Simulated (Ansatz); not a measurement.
Reaction (SMILES): N[SiH2]N[SiH3] -> N[SiH2][N][SiH3] + H atom (the H-N bond at the site shown breaks; other sites are not compared here)
Structures are relaxed separately at B3LYP-D3(BJ)/def2-TZVP in Ansatz (a first-principles code), one conformer each, not searched for the lowest. Frequencies are from Ansatz.

Quantity: bond dissociation energy (enthalpy at 298 K, with B3LYP-D3(BJ) rigid-rotor harmonic-oscillator terms), in kcal/mol. Cores are frozen in the correlated levels unless marked. UHF or UKS for open shells. No spin-orbit coupling. No relativistic terms. Basis-set limits of correlation are two-point, X^-3; Hartree-Fock from the larger set.

```tsv
level	program	bond dissociation energy (kcal/mol)
HF/6-31G	Ansatz	86.0
revPBE-D4/def2-TZVPD	Ansatz + dftd4	102.7
```

Problem. What does CCSD(T)/CBS(cc-pV(T+d)Z,cc-pV(Q+d)Z) (Ansatz) give?

Solution. 111.6 kcal/mol, so revPBE-D4/def2-TZVPD differs from it by -8.9 kcal/mol.
